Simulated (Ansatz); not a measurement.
A single point on `[CH3][Sn]([OH])[Cl]` radical.

```yaml
crystal:
  periodic: [false, false, false]
  atoms:
    - {symbol: C, position_ang: [-0.109381, 1.345453, -0.183543]}
    - {symbol: Sn, position_ang: [-0.713449, -0.659845, 0.367486]}
    - {symbol: O, position_ang: [0.917058, -1.422106, 1.169680]}
    - {symbol: Cl, position_ang: [-0.992839, -1.893350, -1.632524]}
    - {symbol: H, position_ang: [-0.903612, 1.812065, -0.762369]}
    - {symbol: H, position_ang: [0.100522, 1.912040, 0.721833]}
    - {symbol: H, position_ang: [0.792837, 1.220591, -0.782870]}
    - {symbol: H, position_ang: [1.000964, -2.371748, 1.046508]}
basis:
  gaussian: {orbitals: def2-TZVPP}
magnetization: {spin_polarized: true, initial_magnetization: 1}
hamiltonian: {xc: pbe}
correlation: {method: rpa}
```

```sh
$ ansatz run in.yaml --threads 4 --pin off --events-out ev --progress --plain --max-ram 10444MiB
```

It prints (some lines left out):

```
Functional definition: PBE
  name "PBE"
  cite "Perdew, Burke & Ernzerhof, Phys. Rev. Lett. 77, 3865 (1996) doi:10.1103/PhysRevLett.77.3865"
  parent pbe
  parameter kappa = 0.804
  parameter beta = 0.06672455060314922
  exchange = pbe_x(kappa = kappa, mu = beta*pi^2/3)
  correlation = pbe_c(beta = beta)
1416 factors; integrals over basis functions are off by at most 8.9e-4 eV
mean field evaluation 1: about -21479.9875 eV, gradient 6.6e1 eV
mean field evaluation 2: about -21479.9847 eV, gradient 6.6e1 eV
mean field evaluation 4: about -21487.2424 eV, gradient 4.7e1 eV
mean field evaluation 8: about -21497.7577 eV, gradient 8.0e-1 eV
mean field evaluation 16: about -21497.7598 eV, gradient 1.2e-3 eV
mean field -21497.75978708 eV, -790.0281004701 hartree, gradient 7.5e-6 eV, S^2 0.752118; 0 other end points of the search recorded, 0 dependent functions left out
11 core orbitals not correlated: weight in the atoms' cores, before any rotation towards them, 1.000 or more for the frozen orbitals, at most 0.000 for the correlated occupied ones
reference -21441.67526906 eV, -787.9670324484 hartree; 18, 17 occupied and 181, 182 virtual orbitals, 1416 factors
Total energy: -21480.26880974 eV, -789.3853189086 hartree
```

It took 6.5 s on 4 threads of an Arm Neoverse V2 on a shared host, with 0.61 GiB of host memory at the peak.
